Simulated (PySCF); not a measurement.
Unknown compound

An unknown has the formula C₆H₆ClN. Its calculated NMR data are:

¹H NMR (400 MHz, computed): δ 7.52 (d, 1H), 7.30 (m, 1H), 6.84 (m, 1H), 6.81 (d, 1H), 3.93 (br s, 2H).

¹³C{¹H} NMR (computed): δ 148.3 (C), 135.7 (CH), 133.4 (CH), 126.5 (C), 122.1 (CH), 117.5 (CH).

Computed data (PySCF): shieldings: GIAO PBE0/pcSseg-1, GFN2-xTB geometry. Non-relativistic, a single conformation, isolated molecule, fast rotation and ring inversion assumed for equivalent nuclei.

References, each an isolated molecule treated in the same way: ¹H (31.72 ppm), ¹³C (186.93 ppm) vs TMS.

**Question.** What is the structure?

**Answer.** 
Rings plus π bonds: 4 (1 ring in the answer). 6 carbon signals for 6 carbons: no two carbons are equivalent. Carbon types of the structure: 2 × C, 4 × CH, leaving 2 H on heteroatoms. δC 148.3: aromatic carbon bearing nitrogen; σ withdrawal by the attached heteroatom moves it downfield of the ring CH carbons. δC 135.7, 133.4, 122.1, 117.5: aromatic CH. δC 126.5: aromatic carbon bearing chlorine. δH 7.52, 7.30, 6.84, 6.81: hydrogen on an aromatic CH. δH 3.93: hydrogen on an aniline-type nitrogen; exchangeable; this is the value without hydrogen bonding to other molecules.

These data were computed for `InChI=1S/C6H6ClN/c7-5-3-1-2-4-6(5)8/h1-4H,8H2`.

This is the structure that produced the data.

Exchangeable OH/NH protons stand at their gas-phase positions; hydrogen bonding in a real sample shifts them, mostly to higher δ. Carbons that carry Cl, above all several Cl atoms, come out too deshielded, partly because spin–orbit coupling is missing. Shifts are as computed. Against solution values, carbons near 30 ppm lie about +3 ppm off and those near 130 ppm about +5 ppm; carbons on Cl a further +6 ppm. Of 1211 compounds with measured shifts, 218 miss one by over three times the rms of a fit or turn the order of signals round; such compounds aren't used in these exercises. No couplings were computed; multiplicities are counted from neighbouring protons, with m where these are inequivalent, close in shift, in a saturated or five-membered ring or joined by F or P, and br s for small geminal =CH2 splittings.
